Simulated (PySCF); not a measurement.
Computed spin Hamiltonian

Species: C₇H₉ (doublet state).
Z-matrix (Å and degrees, GFN2-xTB geometry), rows numbered from 1:
```
C 
C   1  1.3575
C   2  1.4052  1  128.18
C   3  1.4051  2  128.84  1   -11.75
C   4  1.3575  3  128.24  2   -11.58
C   5  1.4897  4  125.32  3     0.40
C   1  1.4899  2  125.30  3     0.45
H   1  1.0809  2  118.27  3  -177.79
H   2  1.0843  1  116.65  3   176.22
H   3  1.0827  2  115.60  1   168.33
H   4  1.0843  3  115.06  2   172.13
H   5  1.0808  4  118.24  3  -177.82
H   6  1.0956  5  109.60  4   -72.25
H   6  1.0920  5  109.33  4   170.11
H   7  1.0957  1  109.66  2   -72.07
H   7  1.0921  1  109.33  2   170.32
```

Identity: `C1CC[CH]C=CC=1` [radical].

Method used: UKS B3LYP, pcH-1 on C H, non-relativistic, mean-field spin-orbit, GIAO in PySCF. The structure is a single GFN2-xTB conformer in the gas phase; no vibrational or solvent corrections. The geometry wasn't refined by DFT: couplings that depend on bond lengths, twists or pyramidal angles can differ widely from those at the functional's own minimum. No stability test was run, so a lower SCF solution isn't excluded. ⟨S²⟩ is 0.788 where a pure state has 0.75.

```json
{
  "g1, g2, g3": "2.00211, 2.00272, 2.00273",
  "g_iso": "2.00252",
  "Form of g": "close to axial: the two nearest values differ by 3 % of g3 − g1",
  "⟨S²⟩": "0.7876 (exact 0.7500)",
  "α and β electrons": "26, 25"
}
```

Hyperfine couplings atom by atom, in MHz; T1 to T3 are the principal values of the dipolar part; ρ(0) is the spin density at the nucleus:

| atom | isotope | a_iso | T1 | T2 | T3 | Mulliken spin population | ρ(0) (bohr⁻³) |
| --- | --- | --- | --- | --- | --- | --- | --- |
| C1 | 13C | 39.9 | -37.2 | -35.3 | 72.5 | 0.47 | 0.0355 |
| C2 | 13C | -37.3 | -24.5 | 9.8 | 14.6 | -0.22 | -0.0332 |
| C3 | 13C | 47.8 | -42.5 | -39.9 | 82.4 | 0.55 | 0.0425 |
| C4 | 13C | -37.4 | -24.5 | 9.8 | 14.6 | -0.22 | -0.0332 |
| C5 | 13C | 39.9 | -37.2 | -35.3 | 72.5 | 0.47 | 0.0355 |
| C6 | 13C | 3.5 | -1.6 | -0.9 | 2.5 | -0.02 | 0.0031 |
| C7 | 13C | 3.4 | -1.6 | -0.9 | 2.5 | -0.02 | 0.0031 |
| H8 | 1H | -29.0 | -17.9 | -0.6 | 18.5 | -0.02 | -0.0065 |
| H9 | 1H | 12.3 | -4.1 | -1.6 | 5.7 | 0.01 | 0.0028 |
| H10 | 1H | -35.7 | -20.4 | -0.3 | 20.6 | -0.03 | -0.0080 |
| H11 | 1H | 12.3 | -4.1 | -1.6 | 5.7 | 0.01 | 0.0028 |
| H12 | 1H | -29.0 | -17.9 | -0.6 | 18.5 | -0.02 | -0.0065 |
| H13 | 1H | 51.1 | -3.1 | 0.1 | 3.1 | 0.02 | 0.0114 |
| H14 | 1H | 12.7 | -2.7 | -1.7 | 4.4 | 0.01 | 0.0028 |
| H15 | 1H | 51.1 | -3.1 | 0.1 | 3.0 | 0.02 | 0.0114 |
| H16 | 1H | 12.5 | -2.7 | -1.7 | 4.4 | 0.01 | 0.0028 |

Largest spin populations (Mulliken): C3 (+0.55), C5 (+0.47), C1 (+0.47) and C4 (-0.22). Three atoms exceed +0.15. The positive populations add up to 1.56 and the negative ones to -0.56, together 2S = 1. The angles at C3 add up to 360.0°, so it is planar.

The SMILES `[CH]1C=CC=CCC1` draws the unpaired electron on C1, whose computed spin population is only +0.47.

Under fast tumbling the dipolar parts average out, and these isotropic splittings remain: 1 × 1H (H10, I = 1/2, 2 lines) with 1.27 mT, 4 × 1H (H13/H14/H15/H16, I = 1/2, 5 lines) with 1.14 mT, 2 × 1H (H8/H12, I = 1/2, 3 lines) with 1.04 mT and 2 × 1H (H9/H11, I = 1/2, 3 lines) with 0.44 mT.

Nuclei that the bonding pattern makes equivalent are averaged, as if the motion that swaps them (rotation, inversion, ring flip) were fast. The 1H value of +31.9 MHz is a mean of couplings from 12.5 to 51.1 MHz in this one geometry, not an average over conformers.

The 13C coupling of C3 (47.8 MHz) shows only in satellite lines or after enrichment, since that isotope makes up about 1.07 % of natural carbon.
